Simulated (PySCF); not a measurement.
Fill in the blanks.

Species: C6H6N2.
Geometry (GFN2-xTB, Å), atoms numbered from 1 in this order:
```
atom  x, y, z in Å
N1    -3.7061    0.9829   -0.3028
C2    -2.8720    0.2075   -0.2122
C3    -1.7966   -0.7484   -0.0887
C4    -0.5477   -0.0480    0.3649
C5     0.5471    0.0485   -0.3688
C6     1.7966    0.7483    0.0845
C7     2.8721   -0.2080    0.2045
N8     3.7065   -0.9835    0.2923
H9    -2.0956   -1.5042    0.6451
H10   -1.6445   -1.2332   -1.0565
H11   -0.6021    0.4075    1.3451
H12    0.6013   -0.4067   -1.3492
H13    2.0945    1.5054   -0.6487
H14    1.6457    1.2315    1.0534
```

```csv
property,level,value
point group of the GFN2-xTB geometry,GFN2-xTB,?
"rotational constants A, B, C of the GFN2-xTB geometry",GFN2-xTB,"9.720, 0.717, 0.688 GHz"
dipole moment,PBE0/def2-SVPD,?
HOMO energy,PBE0/def2-SVPD,?
LUMO energy,PBE0/def2-SVPD,-0.94 eV
lowest singlet excitation,TDDFT PBE0/def2-SVPD,?
lowest triplet excitation (Tamm–Dancoff),TDA PBE0/def2-SVPD,?
static isotropic polarisability,PBE0/def2-SVPD,77.7 au
electronic spatial extent ⟨r²⟩ about the centre of nuclear charge,PBE0/def2-SVPD,1510 bohr²
13C chemical shifts (computed TMS as zero) by class,GIAO PBE0/pcSseg-1,?
1H chemical shifts (computed TMS as zero) by class,GIAO PBE0/pcSseg-1,"5.89 (H11/H12), 3.02 (H9/H10/H13/H14) ppm"
"isotropic shieldings of nuclei other than C and H, by class",GIAO PBE0/pcSseg-1,-35 (N1/N8) ppm
```

Electronic properties: PySCF, gas phase, density fitting. NMR classes are plain means over equivalent atoms (diastereotopic ones count apart unless rotation or inversion swaps them), as if these changed places fast; in this geometry the members of some classes differ.

What is the lowest triplet excitation (Tamm–Dancoff)?

4.41 eV.

What is the lowest singlet excitation?

7.18 eV (173 nm, f = 0.441).

Give the point group of the GFN2-xTB geometry.

Ci.

What is the dipole moment?

0.00 D by symmetry (numerical residue 0.01 D).

Give the HOMO energy.

-8.61 eV.

The 13C chemical shifts (computed TMS as zero) by class?

134.8 (C4/C5), 120.6 (C2/C7), 23.0 (C3/C6) ppm.

The rotational constants make it an asymmetric top with κ = (2B − A − C)/(A − C) = -0.99, nearer the prolate limit (−1). The polarisability is 11.51 Å³ as a volume (1 au = 0.148185 Å³), or 1.39 au for each of the 56 electrons. No computed singlet falls in the visible range (750 to 380 nm, 1.65 to 3.26 eV); S1 lies 3.92 eV above its blue end. The largest Löwdin shares of the LUMO are 0.29 on C4, 0.29 on C5, 0.06 on C3 and 0.06 on C6. The principal polarisabilities are 58.9, 64.8 and 109.2 au; their mean is the isotropic value. With B = h/(8π²I), that is 505.379 GHz u Å² over I, the principal moments of inertia are 52.0, 704.4 and 734.8 u Å² (most abundant isotopes); the inertial defect Ic − Ia − Ib is -21.6 u Å² (zero for a rigid planar frame, negative otherwise).

One conformer stands for the species.
